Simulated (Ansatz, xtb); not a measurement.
## NO2Si−: which of two structures lies lower

Structure X is a triplet given by its coordinates and structure Y is a singlet given by its coordinates. Both are isolated ions in the gas phase, relaxed with B3LYP-D3(BJ)/def2-SVPD.

X (Å):

```yaml
atoms:
  - { symbol: N, position_ang: [-0.8202, -2.6352, 0.2621] }
  - { symbol: O, position_ang: [-2.8770, -0.8237, 1.0700] }
  - { symbol: O, position_ang: [-0.1257, -3.3559, -0.4578] }
  - { symbol: Si, position_ang: [-2.3660, -1.5431, -0.2361] }
```

Close contacts (Å): N1–O3 1.23, N1–Si4 1.96, O2–Si4 1.58.

Y (Å):

```xyz
4

N    -0.8999   -2.6166    0.0818
O    -2.9438   -0.7715    1.0696
O    -0.0654   -3.3876   -0.3940
Si   -2.2798   -1.5823   -0.1192
```

Close contacts (Å): N1–O3 1.23, N1–Si4 1.74, O2–Si4 1.58.

Problem. Estimate E(Y) − E(X) at the level CCSD(T)/def2-TZVPPD.

Solution. Calculated at CCSD(T)/def2-TZVPPD: E(Y) − E(X) = +10.6 kcal/mol, so structure X lies lower.

Level by level:

```csv
level,geometry,E(Y) − E(X) (kcal/mol),departure from the last row (kcal/mol),"job, with rough time for the two"
B3LYP-D3(BJ)/def2-SVPD,B3LYP-D3(BJ)/def2-SVPD,+14.9,+4.3,"optimisation, 34 s"
HF/def2-TZVPPD,B3LYP-D3(BJ)/def2-SVPD,+42.3,+31.7,part of the CCSD(T) run
MP2/def2-TZVPPD,B3LYP-D3(BJ)/def2-SVPD,+11.7,+1.1,part of the CCSD(T) run
CCSD(T)/def2-TZVPPD,B3LYP-D3(BJ)/def2-SVPD,+10.6,,"single point, 90 s"
```

The levels shown agree on the order. The largest departure from CCSD(T)/def2-TZVPPD is that of HF/def2-TZVPPD, 31.7 kcal/mol. Levels run at GFN2-xTB geometries aren't shown.

With harmonic frequencies from B3LYP-D3(BJ)/def2-SVPD (ideal gas, rigid rotor, one conformer each, 298.15 K, 1 atm): on the last row, ΔE + ΔZPE = +10.9, ΔH = +10.8, ΔG = +11.9 kcal/mol.

The T1 diagnostic of structure Y is large, so the coupled-cluster value is less sure. Open shells are spin-unrestricted. The closed-shell singlet above a triplet ground state is poorly described by one determinant. The correlated steps freeze 8 core orbitals. ΔG holds the spin degeneracy. Codes used: Ansatz 0.2.0; the last row on 2 threads of Arm Neoverse V1 on a shared host.
